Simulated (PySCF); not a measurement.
**Ionisation energy of Rb²⁺ by level of theory**

Rb²⁺ [Ar] 3d10 4s2 4p5 (2P) → Rb³⁺ [Ar] 3d10 4s2 4p4 (3P), as a difference of total energies. Computed with PySCF 2.14 in x2c-TZVPall, with the spin-free X2C one-electron Hamiltonian (Gaussian nucleus). Correlated levels: valence: [Ar] 3d10 4s2 frozen. The calculations carry no spin-orbit coupling.

Problem. Order these methods by the ionisation energy they give, lowest first.
A. M06-2X
B. B3LYP
C. MP2 (valence)
D. UHF

Solution. D (38.176 eV), A (39.107 eV), C (39.128 eV), B (39.425 eV).

The reference lies between the lowest fine-structure levels, while these numbers refer to the centres of the terms.

Errors of the correlated levels include the incompleteness of this basis and the frozen core.

For comparison: 39.247 eV (semi-empirical (NIST evaluation); NIST Atomic Spectra Database, ionization energies).
